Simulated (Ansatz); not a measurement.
Geometry optimisation, UKS BLYP/def2-SVP (Ansatz).

The input (input.yaml):

```yaml
crystal:
  periodic: [false, false, false]
  atoms:
    - { symbol: "N", position_ang: [-1.4866, -0.8423, 0.7012] }
    - { symbol: C, position_ang: [-0.4825, -0.2154, 0.2547] }
    - { symbol: Al, position_ang: [0.2394, 1.3012, 1.2498] }
    - { symbol: Al, position_ang: [0.4905, -0.7858, -1.4121] }
    - { symbol: Cl, position_ang: [2.2373, 0.2342, -2.1363] }
    - { symbol: H, position_ang: [-1.46167, -0.46063, -0.15664] }
    - { symbol: H, position_ang: [-0.4059, 1.7918, 2.614] }
    - { symbol: H, position_ang: [1.6251, 2.052, 0.7261] }
    - { symbol: H, position_ang: [-0.1743, -2.0054, -2.1988] }
magnetization:
  spin_polarized: true
basis:
  gaussian: { orbitals: def2-SVP }
hamiltonian:
  xc: blyp
relax:
  f_tol: 0.02
  max_steps: 50
```

Command:

```bash
$ ansatz run input.yaml --threads 2 --pin off --max-ram 3072MiB --backend cpu --events-out ev --progress --plain --runs-dir out
```

**Question.** Where does it end, and by what steps?

**Answer.** It converged. After 28 steps the energy has fallen by 5.011 eV; H8 moved furthest, 2.02 Å. The start is strongly strained (largest force component 10 eV/Å), so its close contacts needn't be bonds. Parted: C2–H6 (1.09 → 2.08 Å). Joined: N1–Al3 (2.81 → 1.97 Å).

| step | energy less start (eV) | largest force component (eV/Å) | accepted |
| --- | --- | --- | --- |
| 0 | 0.0000 | 9.630 | yes |
| 1 | -1.6831 | 4.192 | yes |
| 2 | -2.5084 | 3.703 | yes |
| 3 | -3.3941 | 4.182 | yes |
| 4 | -4.0595 | 2.479 | yes |
| 5 | -4.3332 | 1.739 | yes |
| 6 | -4.4521 | 0.420 | yes |
| 7 | -4.4650 | 0.303 | yes |
| 8 | -4.4761 | 0.298 | yes |
| 9 | -4.4812 | 0.118 | yes |
| 10 | -4.4832 | 0.056 | yes |
| 11 | -4.4888 | 0.127 | yes |
| 12 | -4.4903 | 0.171 | yes |
| 13 | -4.4944 | 0.114 | yes |
| 14 | -4.5081 | 0.076 | yes |
| 15 | -4.5142 | 0.157 | yes |
| 16 | -4.5367 | 0.274 | yes |
| 17 | -4.5662 | 0.520 | yes |
| 18 | -4.6251 | 0.754 | yes |
| 19 | -4.7657 | 0.930 | yes |
| 20 | -4.9120 | 1.278 | yes |
| 21 | -4.9583 | 0.620 | yes |
| 22 | -4.9916 | 0.382 | yes |
| 23 | -4.9886 | 0.617 | no |
| 24 | -5.0072 | 0.129 | yes |
| 25 | -5.0102 | 0.071 | yes |
| 26 | -5.0109 | 0.060 | yes |
| 27 | -5.0110 | 0.027 | yes |
| 28 | -5.0111 | 0.014 | yes |

```xyz
9
Properties=species:S:1:pos:R:3
N -1.107 0.191 0.404
C 0.104 0.096 -0.088
Al 0.055 1.397 1.450
Al 0.708 -1.058 -1.597
Cl 2.718 -0.897 -2.249
H -1.925 -0.339 0.039
H 0.426 0.841 2.895
H -0.144 2.939 1.109
H -0.254 -2.099 -2.322
```

Run time: 100 s on 2 threads of AMD EPYC 7R13 Processor (Zen 3) (shared host), peak memory 0.27 GiB.
